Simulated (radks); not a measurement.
Results of a calculation; reference values are marked as such.
The mean radii <r> (bohr) of the occupied orbitals of an atom or ion are listed with their occupations. Code: a radial shooting solver on a logarithmic mesh with Libxc functionals. Model: Dirac Kohn-Sham, PBE, spin-unpolarised, spherical densities, finite nucleus; Fermi nuclear charge, rms radius of each element as measured or else 0.836 A^(1/3) + 0.57 fm.

| orbital | occ. | <r> |
|---|---|---|
| 1s1/2 | 2 | 0.01932 |
| 2s1/2 | 2 | 0.08125 |
| 2p1/2 | 2 | 0.06740 |
| 2p3/2 | 4 | 0.07502 |
| 3s1/2 | 2 | 0.2122 |
| 3p1/2 | 2 | 0.2020 |
| 3p3/2 | 4 | 0.2162 |
| 3d3/2 | 4 | 0.1898 |
| 3d5/2 | 6 | 0.1942 |
| 4s1/2 | 2 | 0.4779 |
| 4p1/2 | 2 | 0.4850 |
| 4p3/2 | 4 | 0.5177 |
| 4d3/2 | 4 | 0.5410 |
| 4d5/2 | 6 | 0.5525 |
| 5s1/2 | 2 | 1.170 |
| 5p1/2 | 2 | 1.309 |
| 5p3/2 | 4 | 1.419 |
| 4f5/2 | 6 | 0.7133 |
| 4f7/2 | 8 | 0.7287 |
| 6s1/2 | 2 | 3.267 |

Name the element and its charge. Open shells, if any, fill j = l - 1/2 first.

Answer. Z = 71, lutetium, charge +1: Lu+ in [Xe] 4f14 6s2. The 1s radius gives Z: for a bare nucleus <r> = (2 gamma + 1)/(2Z) with gamma = sqrt(1 - (Z/c)^2), 0.01909 bohr for Z = 71, and screening makes it slightly larger (0.01932 here). The occupations add up to 70, and the charge is Z minus that.
